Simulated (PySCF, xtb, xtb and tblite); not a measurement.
Torsional profile of SMILES c1c[se]c(-c2ccc[se]2)c1. Scanned: dihedral Se3–C4–C5–Se9; all other coordinates were relaxed at GFN2-xTB. Points at φ and −φ are mirror images. Heavy atoms are numbered in the order of the SMILES c1c[se]c(-c2ccc[se]2)c1, hydrogens after them in the order of the atoms that carry them; the mirror image has the same energies with the sign of each dihedral reversed.

GFN2-xTB (xtb and tblite); RKS-B3LYP/6-31G* = restricted B3LYP/6-31G*, spherical d, density fitting // GFN2-xTB (PySCF); GFN1-xTB // GFN2-xTB (xtb).

Energies in mEh, each method relative to its own lowest point.

| φ / ° | GFN2-xTB | RKS-B3LYP/6-31G* | GFN1-xTB |
|---|---|---|---|
| -150 | 1.5 | 0.0 | 1.4 |
| -120 | 5.4 | 1.6 | 5.1 |
| -90 | 8.6 | 3.8 | 7.8 |
| -60 | 6.6 | 2.0 | 5.6 |
| -30 | 3.9 | 1.3 | 2.2 |
| 0 | 3.2 | 2.4 | 1.1 |
| 30 | 3.9 | 1.3 | 2.2 |
| 60 | 6.6 | 2.0 | 5.6 |
| 90 | 8.6 | 3.8 | 7.8 |
| 120 | 5.4 | 1.6 | 5.1 |
| 150 | 1.5 | 0.0 | 1.4 |
| 180 | 0.0 | 0.1 | 0.0 |
